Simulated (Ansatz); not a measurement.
Reaction (cleavage of the B–Ge bond): `[SiH3][BH][GeH2][Cl]` + CH₃NH₂ → `CNB[SiH3]` + `[Cl][GeH3]`

Computed with Ansatz on PBE0-D4/def2-TZVP structures; ΔE is electronic, products minus reactants. CCSD(T)/CBS adds triple-zeta CCSD(T) − MP2 to the extrapolated MP2 energy (def2 sets, frozen cores). Functionals use def2-TZVPP. B3LYP here is the variant with VWN-RPA as its local correlation; programs differ in this. For Ge outer-core shells are correlated without core-valence functions, which leaves a few kJ/mol of doubt a bond. Scalar relativity is left out up to krypton. One conformer a species, not always the lowest.

`[SiH3][BH][GeH2][Cl]`:

```xyz
10

Si    0.915    0.549    1.502
B    -0.015   -0.742    0.278
Ge   -0.876   -0.120   -1.477
Cl   -1.578   -1.782   -2.680
H     0.642    0.259    2.936
H     0.594    1.975    1.226
H     2.373    0.343    1.247
H    -0.040   -1.904    0.554
H     0.098    0.663   -2.376
H    -2.112    0.760   -1.211
```

CH₃NH₂:

Cartesian coordinates in Å:
```
C -0.281 0.341 -0.357
N 0.575 -0.643 0.282
H -0.916 0.926 0.324
H -0.934 -0.159 -1.075
H 0.336 1.044 -0.923
H 0.023 -1.311 0.804
H 1.197 -0.198 0.945
```

`CNB[SiH3]`:

```xyz
12

C     1.901   -0.707    0.663
N     0.499   -0.425    0.444
B    -0.041    0.440   -0.491
Si   -2.036    0.682   -0.625
H     2.205   -0.446    1.681
H     2.493   -0.118   -0.037
H     2.124   -1.765    0.501
H    -0.115   -0.936    1.061
H     0.723    1.029   -1.206
H    -2.438    2.099   -0.389
H    -2.548    0.306   -1.975
H    -2.765   -0.158    0.374
```

`[Cl][GeH3]`:

Z-matrix (Å, degrees):
```
Ge
Cl 1 2.155
H 1 1.532 2 107.1
H 1 1.532 2 107.1 3 -120.0
H 1 1.532 2 107.1 3 120.0
```

Task: Is it downhill or uphill in electronic energy at CCSD(T)/CBS, and by how much? (Estimate.)

Result: Ansatz gave: Downhill: ΔE = -1.65 eV.

Task: What do these levels give: r2SCAN-D4, PBE0-D4, BLYP, B3LYP, BHLYP, MP2/def2-SVP, CCSD/def2-SVP, CCSD(T)/def2-SVP, HF/def2-TZVPP, MP2/def2-TZVPP, MP2/def2-QZVPP, MP2/CBS(def2)? (Best estimate.)

Result: Computed: r2SCAN-D4 -1.71, PBE0-D4 -1.68, BLYP -1.73, B3LYP -1.74, BHLYP -1.73, MP2/def2-SVP -1.99, CCSD/def2-SVP -1.91, CCSD(T)/def2-SVP -1.95, HF/def2-TZVPP -1.64, MP2/def2-TZVPP -1.74, MP2/def2-QZVPP -1.73, MP2/CBS(def2) -1.71 eV.

Largest T1 diagnostic among the species: 0.014.

In def2-TZVPP, CCSD(T) changes the Hartree–Fock value by −0.05 eV (the triples alone add −0.03 eV) and MP2 by −0.10 eV. Leaving LDA and LC-ωPBE aside and taking each functional with its dispersion term where it has one, the values, not all of them listed here, spread over 0.11 eV, from CAM-B3LYP-D4 to revPBE-D4. LDA lies −0.17 eV from PBE without D4. At CCSD(T), def2-SVP lies −0.30 eV from the extrapolated value and def2-TZVPP −0.04 eV.
